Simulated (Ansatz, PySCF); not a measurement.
Molecule: sum formula HBOF2, net charge 0, singlet state. SMILES: FB(F)O
Geometry from a B3LYP-D3(BJ)/def2-TZVP (Ansatz, a first-principles code) optimisation:
```xyz
5

B     -0.0138    -0.0173    -0.0022
F     -0.3836     1.2557     0.1315
F     -0.9587    -0.9338    -0.1214
O      1.2809    -0.3932    -0.0192
H      1.9030     0.3355     0.0731
```

Wanted: atomisation energy (electronic, to ground-state atoms); the coupled-cluster value holds the core correlation from cc-pwCVTZ, in kcal/mol. Valence correlation only, unless marked. Open shells are spin-unrestricted. No spin-orbit coupling. Non-relativistic. Basis-set limits of correlation are two-point, X^-3; Hartree-Fock from the larger set.

Level to compare with: CCSD(T)/CBS(cc-pVTZ,cc-pVQZ) plus the core term (Ansatz), 560.5 kcal/mol. It is a level with limits of its own, and the differences hold the functionals' basis error too.

Q: Rank these functionals by how close they come to CCSD(T)/CBS(cc-pVTZ,cc-pVQZ), closest first: PBE0/def2-TZVPD (Ansatz); TPSSh/def2-TZVPD (PySCF); wB97X-V/def2-TZVPD (Ansatz).

A: wB97X-V/def2-TZVPD (range-separated hybrid with VV10, 554.1 kcal/mol, difference -6.4), PBE0/def2-TZVPD (global hybrid, 552.6 kcal/mol, difference -7.9), TPSSh/def2-TZVPD (hybrid meta-GGA, 544.2 kcal/mol, difference -16.3)
